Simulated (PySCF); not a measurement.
# [Lu(H2CO)]3+ at several levels of theory

Computed with PySCF 2.14.0 (density fitting, no spin-orbit coupling) at the geometry relaxed with PBE0:

```xyz
5
[Lu(H2CO)]3+ (singlet in the valence; each metal's 4f electrons, 14 of them, lie in its core potential, out of spins and levels)
Lu    0.0000    0.0000   -0.1531
O     0.0000    0.0000    1.8558
C     0.0000    0.0000    3.1275
H     0.9737    0.0000    3.6690
H    -0.9737    0.0000    3.6690
```

| level | basis | state | HOMO (eV) | gap (eV) | charge on Lu1 (e) | population of f-type functions on Lu1 (polarisation alone where 4f lies in the core) | dipole about the centre of mass (D) | largest force component (eV/Å) |
| --- | --- | --- | --- | --- | --- | --- | --- | --- |
| PBE0 | Lu lcecp-1-SVP with ECP60, O def2-SVP, C def2-SVP, H def2-SVP | singlet | -25.65 | 5.81 | 2.40 | 0.03 | 5.52 | 0.00 |
| PBE | the same | singlet | -24.33 | 3.44 | 2.33 | 0.03 | 5.95 | 0.35 |

In the lcecp rows the 4f levels are missing from HOMO and gap, and the state counts the valence alone.

Charges are Mulliken's, which hang on the basis. The relaxation used the grid (50, 194), these runs (75, 302) or, all-electron (x2c bases, spin-free X2C Hamiltonian), (99, 590).

(1) What does BP86 with Lu lcecp-1-SVP with ECP60, O def2-SVP, C def2-SVP, H def2-SVP give here?

An lcecp potential fixes the number of 4f electrons, so in runs with it no electron can move into or out of that shell.

Answers

(1) state singlet, HOMO (eV) -24.42, gap (eV) 3.53, charge on Lu1 (e) 2.33, population of f-type functions on Lu1 (polarisation alone where 4f lies in the core) 0.03, dipole about the centre of mass (D) 5.94, largest force component (eV/Å) 0.49. Time: 17 s on 2 threads of Intel(R) Xeon(R) Processor @ 2.50GHz (Skylake/Cascade Lake), with other jobs on the host, from an already converged density.
